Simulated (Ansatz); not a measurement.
`[F][In-]([F])([F])[SeH2+]`, charge 0, multiplicity 1.

(1) Give a relaxed structure at PBE0-D4/def2-TZVP (Ansatz). (Estimate.)

Answers

(1) Computed: 
Cartesian coordinates in Å:
```
F 0.399 -2.576 0.680
In 0.084 -0.676 0.881
F -1.713 -0.073 1.323
F 1.565 0.460 1.431
Se 0.001 0.340 -1.710
H -1.210 1.088 -1.337
H 0.874 1.439 -1.267
```
Point group Cs.
